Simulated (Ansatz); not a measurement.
H4TeO2, closed shell: a pair in one relaxed arrangement.

Input (in.yaml):

```yaml
crystal:
  periodic: [false, false, false]
  atoms:
    - {symbol: Te, position_ang: [-0.572168, 0.237396, -1.605023]}
    - {symbol: H, position_ang: [1.072196, 0.066974, -1.580987]}
    - {symbol: H, position_ang: [-0.682984, -0.814607, -2.882264]}
    - {symbol: O, position_ang: [0.131641, -0.601398, 1.724907]}
    - {symbol: O, position_ang: [0.467506, 0.753816, 1.440270]}
    - {symbol: H, position_ang: [-0.274808, -0.867299, 0.881271]}
    - {symbol: H, position_ang: [-0.141382, 1.225118, 2.021827]}
basis:
  gaussian: {orbitals: "def2-TZVPPD.json"}
hamiltonian: {xc: {name: B97M-V}}
```

The basis file named in the input lies beside it (Basis Set Exchange, JSON).

Run by:

```bash
ansatz run in.yaml --threads 4 --pin off --events-out ev --progress --plain --max-ram 9574MiB
```

What Ansatz 0.2.0 printed:

```
Functional definition: B97M-V
  name "B97M-V"
  cite "Mardirossian & Head-Gordon, J. Chem. Phys. 142, 074111 (2015) doi:10.1063/1.4907719"
  cite "Becke, J. Chem. Phys. 107, 8554 (1997) doi:10.1063/1.475007"
  cite "Vydrov & Van Voorhis, J. Chem. Phys. 133, 244103 (2010) doi:10.1063/1.3521275"
  # Of w^i u^j: cxij and so on, Table III.
  parameter cx00 = 1.000
  parameter cx01 = 1.308
  parameter cx02 = 1.901
  parameter cx10 = 0.416
  parameter cx11 = 3.070
  parameter css00 = 1.000
  parameter css02 = -1.855
  parameter css10 = -5.668
  parameter css32 = -20.497
  parameter css42 = -20.364
  parameter cos00 = 1.000
  parameter cos01 = 1.573
  parameter cos03 = -6.298
  parameter cos10 = 2.535
  parameter cos32 = -6.427
  parameter b = 6.0
  parameter c = 0.01
  gx(w, u) = cx00 + cx01*u + cx02*u^2 + (cx10 + cx11*u)*w
  gss(w, u) = css00 + css02*u^2 + css10*w + (css32*w^3 + css42*w^4)*u^2
  gos(w, u) = cos00 + cos01*u + cos03*u^3 + cos10*w + cos32*w^3*u^2
  exchange = spin_sum(e_x_unif_s*gx(b97_w, b97_u_x))
  correlation = spin_sum(e_c_pw_mod_same_spin*gss(b97_w, b97_u_same))
      + integral(e_c_pw_mod_opposite_spin*gos(b97_w_opposite, b97_u_opposite)) + vv10(b, c)
1053 factors; their error is unknown
mean field evaluation 1: about -11446.8106 eV, gradient 4.2e1 eV
mean field evaluation 2: about -11441.7879 eV, gradient 6.6e1 eV
mean field evaluation 4: about -11449.9891 eV, gradient 2.7e0 eV
mean field evaluation 8: about -11450.0003 eV, gradient 1.8e-1 eV
mean field evaluation 16: about -11449.9832 eV, gradient 9.9e-4 eV
mean field -11449.98319342 eV, -420.7791212808 hartree, gradient 2.0e-5 eV, S^2 0.000000; 0 other end points of the search recorded, 0 dependent functions left out
reference -11449.98328341 eV, -420.7791245877 hartree; 22, 22 occupied and 185, 185 virtual orbitals, 1053 factors
Total energy: -11449.98328341 eV, -420.7791245877 hartree
```

The run took about 5.5 s on 4 CPU threads of an Arm Neoverse V1 (shared host).
